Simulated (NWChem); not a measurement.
**Atomisation of CCl**

```
Cl
C 1 1.6589
```
Charge 0, spin multiplicity 2.

Everything below was run with NWChem. Structure: optimised with UPBE0/def2-SVP, a minimum by its harmonic frequencies.

Basis set: def2-TZVP. The atomisation energy is electronic alone: no zero-point, thermal, spin-orbit or counterpoise terms. No value is extrapolated to the basis-set limit. Free atoms are single determinants with multiplicities C 3, Cl 2. Correlated methods freeze the same cores in atoms and molecule, 6 orbitals in all.

B3LYP has NWChem's definition, with VWN1-RPA local correlation. This spin state was chosen for the runs; another may lie lower. The structure started from a generated list of species. The unpaired electrons of the parent sit in orbitals of symmetry b2 (C2v labels of the run); other states weren't searched. No SCF solution was tested for a lower state. Open-shell Hartree-Fock references start from PBE0 orbitals. Coupled-cluster values serve here as a point of comparison, not as the truth.

Q: Order these methods by the atomisation energy they give, lowest first: PBE0, B3LYP, BHandHLYP, PBE, HF, MP2.

A: HF (52.6 kcal/mol), BHandHLYP (87.7 kcal/mol), MP2 (94.6 kcal/mol), B3LYP (97.3 kcal/mol), PBE0 (101.3 kcal/mol), PBE (109.7 kcal/mol)
